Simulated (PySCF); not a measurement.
Isomers of C8H16Si, mass 140.102 u with the commonest isotopes. Computed with PySCF 2.14.0, PBE0-D3(BJ)/def2-SVP geometry optimisation, gas phase. One conformer each, none proved a minimum here; rigid rotors.

Problem. Order these by rotational constant A, largest first.
A. `[CH3:1][CH2:2][C@@H:3]1[CH2:4][C@H:5]([CH:6]2[CH2:7][CH2:8]2)[SiH2:9]1` with C1–C2–C3–C4 -64°, C4–C5–C6–C7 157°, C2–C3–C4–C5 -151°, C3–C4–C5–C6 151°, C5–C6–C7–C8 -110°, C4–C5–Si9–C3 -20°
B. `[CH2:1]=[C:2]([CH3:3])[SiH:4]1[CH2:5][CH2:6][CH2:7][CH2:8][CH2:9]1` with C1–C2–Si4–C5 122°, C2–Si4–C5–C6 167°, Si4–C5–C6–C7 -55°, C5–C6–C7–C8 64°, C6–C7–C8–C9 -64°
C. `[CH2:1]=[C:2]1[CH2:3][CH2:4][CH2:5][C@@H:6]([CH2:7][SiH3:8])[CH2:9]1` with C5–C6–C7–Si8 -176°, C1–C2–C3–C4 -125°, C2–C3–C4–C5 -54°, C3–C4–C5–C6 56°, C4–C5–C6–C7 180°
D. `[CH2:1]=[CH:2][C@@H:3]1[CH2:4][CH2:5][Si@@H:6]1[CH2:7][CH2:8][CH3:9]` with C1–C2–C3–C4 -136°, C5–Si6–C7–C8 76°, Si6–C7–C8–C9 180°, C2–C3–C4–C5 -147°, C3–C4–C5–Si6 23°, C4–C5–Si6–C7 92°, C2–C3–Si6–C5 139°
E. `[CH2:1]1[CH2:2][CH2:3][CH:4]([CH:5]2[CH2:6][SiH2:7][CH2:8]2)[CH2:9]1` with C3–C4–C5–C6 -178°, C9–C1–C2–C3 -42°, C1–C2–C3–C4 31°, C2–C3–C4–C5 115°, C4–C5–C6–Si7 -149°
F. `[CH2:1]=[CH:2][C@H:3]1[CH2:4][Si@H:5]([CH2:6][CH2:7][CH3:8])[CH2:9]1` with C1–C2–C3–C4 125°, C4–Si5–C6–C7 72°, Si5–C6–C7–C8 -179°, C2–C3–C4–Si5 98°, C3–C4–Si5–C6 134°, C4–Si5–C9–C3 -16°, C2–C3–C9–Si5 -98°

Solution. F (4722 MHz), E (3599 MHz), A (2888 MHz), B (2523 MHz), C (2284 MHz), D (2003 MHz).

Problem. Order these by out-of-plane moment Σ m c² = (Ia + Ib − Ic)/2, largest first.
A. `[CH2:1]=[C:2]1[CH2:3][CH2:4][CH2:5][C@@H:6]([CH2:7][SiH3:8])[CH2:9]1` with C5–C6–C7–Si8 -176°, C1–C2–C3–C4 -125°, C2–C3–C4–C5 -54°, C3–C4–C5–C6 56°, C4–C5–C6–C7 180°
B. `[CH2:1]=[C:2]([CH3:3])[SiH:4]1[CH2:5][CH2:6][CH2:7][CH2:8][CH2:9]1` with C1–C2–Si4–C5 122°, C2–Si4–C5–C6 167°, Si4–C5–C6–C7 -55°, C5–C6–C7–C8 64°, C6–C7–C8–C9 -64°
C. `[CH3:1][CH2:2][C@@H:3]1[CH2:4][C@H:5]([CH:6]2[CH2:7][CH2:8]2)[SiH2:9]1` with C1–C2–C3–C4 -64°, C4–C5–C6–C7 157°, C2–C3–C4–C5 -151°, C3–C4–C5–C6 151°, C5–C6–C7–C8 -110°, C4–C5–Si9–C3 -20°
D. `[CH2:1]=[CH:2][C@H:3]1[CH2:4][Si@H:5]([CH2:6][CH2:7][CH3:8])[CH2:9]1` with C1–C2–C3–C4 125°, C4–Si5–C6–C7 72°, Si5–C6–C7–C8 -179°, C2–C3–C4–Si5 98°, C3–C4–Si5–C6 134°, C4–Si5–C9–C3 -16°, C2–C3–C9–Si5 -98°
E. `[CH2:1]1[CH2:2][CH2:3][CH:4]([CH:5]2[CH2:6][SiH2:7][CH2:8]2)[CH2:9]1` with C3–C4–C5–C6 -178°, C9–C1–C2–C3 -42°, C1–C2–C3–C4 31°, C2–C3–C4–C5 115°, C4–C5–C6–Si7 -149°
F. `[CH2:1]=[CH:2][C@@H:3]1[CH2:4][CH2:5][Si@@H:6]1[CH2:7][CH2:8][CH3:9]` with C1–C2–C3–C4 -136°, C5–Si6–C7–C8 76°, Si6–C7–C8–C9 180°, C2–C3–C4–C5 -147°, C3–C4–C5–Si6 23°, C4–C5–Si6–C7 92°, C2–C3–Si6–C5 139°

Solution. B (76.66 u·Å²), F (51.78 u·Å²), D (37.86 u·Å²), E (26.96 u·Å²), A (24.91 u·Å²), C (24.46 u·Å²).

Problem. Order these by dipole moment, largest first.
A. `[CH3:1][CH2:2][C@@H:3]1[CH2:4][C@H:5]([CH:6]2[CH2:7][CH2:8]2)[SiH2:9]1` with C1–C2–C3–C4 -64°, C4–C5–C6–C7 157°, C2–C3–C4–C5 -151°, C3–C4–C5–C6 151°, C5–C6–C7–C8 -110°, C4–C5–Si9–C3 -20°
B. `[CH2:1]=[CH:2][C@H:3]1[CH2:4][Si@H:5]([CH2:6][CH2:7][CH3:8])[CH2:9]1` with C1–C2–C3–C4 125°, C4–Si5–C6–C7 72°, Si5–C6–C7–C8 -179°, C2–C3–C4–Si5 98°, C3–C4–Si5–C6 134°, C4–Si5–C9–C3 -16°, C2–C3–C9–Si5 -98°
C. `[CH2:1]1[CH2:2][CH2:3][CH:4]([CH:5]2[CH2:6][SiH2:7][CH2:8]2)[CH2:9]1` with C3–C4–C5–C6 -178°, C9–C1–C2–C3 -42°, C1–C2–C3–C4 31°, C2–C3–C4–C5 115°, C4–C5–C6–Si7 -149°
D. `[CH2:1]=[CH:2][C@@H:3]1[CH2:4][CH2:5][Si@@H:6]1[CH2:7][CH2:8][CH3:9]` with C1–C2–C3–C4 -136°, C5–Si6–C7–C8 76°, Si6–C7–C8–C9 180°, C2–C3–C4–C5 -147°, C3–C4–C5–Si6 23°, C4–C5–Si6–C7 92°, C2–C3–Si6–C5 139°
E. `[CH2:1]=[C:2]1[CH2:3][CH2:4][CH2:5][C@@H:6]([CH2:7][SiH3:8])[CH2:9]1` with C5–C6–C7–Si8 -176°, C1–C2–C3–C4 -125°, C2–C3–C4–C5 -54°, C3–C4–C5–C6 56°, C4–C5–C6–C7 180°

Solution. E (1.24 D), B (1.08 D), D (0.88 D), C (0.63 D), A (0.42 D).

```json
{"SMILES": "C=C1CCC[C@@H](C[SiH3])C1", "point group": "C1", "Ia (u·Å²)": "221.30", "Ib (u·Å²)": "630.45", "Ic (u·Å²)": "801.93", "κ": "-0.79", "μa (D)": "0.54", "μb (D)": "1.10", "μc (D)": "0.21"}
{"SMILES": "C1CCC(C2C[SiH2]C2)C1", "point group": "C1", "Ia (u·Å²)": "140.44", "Ib (u·Å²)": "710.61", "Ic (u·Å²)": "797.13", "κ": "-0.95", "μa (D)": "0.60", "μb (D)": "0.01", "μc (D)": "0.20"}
{"SMILES": "CC[C@@H]1C[C@H](C2CC2)[SiH2]1", "point group": "C1", "Ia (u·Å²)": "174.99", "Ib (u·Å²)": "747.63", "Ic (u·Å²)": "873.70", "κ": "-0.92", "μa (D)": "0.12", "μb (D)": "0.36", "μc (D)": "0.18"}
{"SMILES": "C=C[C@@H]1CC[Si@@H]1CCC", "point group": "C1", "Ia (u·Å²)": "252.25", "Ib (u·Å²)": "689.32", "Ic (u·Å²)": "838.02", "κ": "-0.81", "μa (D)": "0.80", "μb (D)": "0.23", "μc (D)": "0.29"}
{"SMILES": "C=C[C@H]1C[Si@H](CCC)C1", "point group": "C1", "Ia (u·Å²)": "107.02", "Ib (u·Å²)": "979.94", "Ic (u·Å²)": "1011.24", "κ": "-0.99", "μa (D)": "0.94", "μb (D)": "0.19", "μc (D)": "0.50"}
{"SMILES": "C=C(C)[SiH]1CCCCC1", "point group": "–", "Ia (u·Å²)": "200.29", "Ib (u·Å²)": "621.46", "Ic (u·Å²)": "668.42", "κ": "-0.94", "μa (D)": "0.18", "μb (D)": "0.02", "μc (D)": "0.77"}
```
